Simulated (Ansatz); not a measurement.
`C=C[Si](O)(O)O` + H₂Te → `O[Si](O)(O)[TeH]` + ethylene  (ligand exchange at the Si–C bond)

Isolated molecules relaxed with PBE0-D4/def2-TZVP in Ansatz; ΔE leaves out vibrations. CCSD(T)/CBS adds triple-zeta CCSD(T) − MP2 to the extrapolated MP2 energy (def2 sets, frozen cores). This one scheme is used for every species. DFT in def2-TZVPP. B3LYP here is the variant with VWN-RPA as its local correlation; programs differ in this. def2 core potentials past Kr. For Te outer-core shells are correlated without core-valence functions, which leaves a few kJ/mol of doubt a bond. Each species was taken in one conformer, which may not be the lowest.

`C=C[Si](O)(O)O`:

Cartesian coordinates in Å:
```
C 0.141 1.972 -0.467
C -0.659 0.910 -0.407
Si -0.099 -0.751 0.178
O -0.750 -1.830 -0.861
O 1.541 -0.808 0.266
O -0.622 -1.146 1.678
H 1.187 1.914 -0.177
H -0.208 2.945 -0.799
H -1.699 1.034 -0.705
H -0.771 -2.746 -0.579
H 2.028 -0.647 -0.543
H -0.088 -0.848 2.415
```

H₂Te:

Cartesian coordinates in Å:
```
Te 0.041 0.219 -0.745
H 0.993 -0.693 0.258
H -1.034 0.475 0.487
```

`O[Si](O)(O)[TeH]`:

```xyz
9

O     0.665   -1.327   -0.763
Si   -0.134   -0.051   -0.136
O    -1.127    0.513   -1.307
O    -0.896   -0.602    1.195
Te    1.296    1.872    0.533
H     1.169   -1.188   -1.565
H    -1.702    1.246   -1.079
H    -1.068   -1.546    1.223
H     1.796    1.082    1.900
```

`C=C`:

Cartesian coordinates in Å:
```
C -0.523 0.268 -0.304
C 0.523 -0.268 0.304
H -0.417 0.843 -1.218
H -1.529 0.154 0.085
H 0.417 -0.843 1.218
H 1.529 -0.153 -0.085
```

| level | ΔE (kcal/mol) |
| --- | --- |
| r2SCAN-D4 | -11.5 |
| PBE0-D4 | -12.0 |
| B3LYP-D4 | -11.0 |
| ωB97M-V | -10.6 |
| CCSD(T)/def2-TZVPP | -9.8 |
| SCS-MP2/def2-QZVPP | -11.8 |
| MP2/CBS(def2) | -13.8 |
| CCSD/CBS(def2) | -11.6 |

What does CCSD(T)/CBS give? (Best estimate.)

Computed: -11.8 kcal/mol. The listed levels differ from it by 0.3, -0.2, 0.8, 1.2, 2.0, 0.0, -2.0, 0.2 kcal/mol.

Largest T1 diagnostic among the species: 0.012.
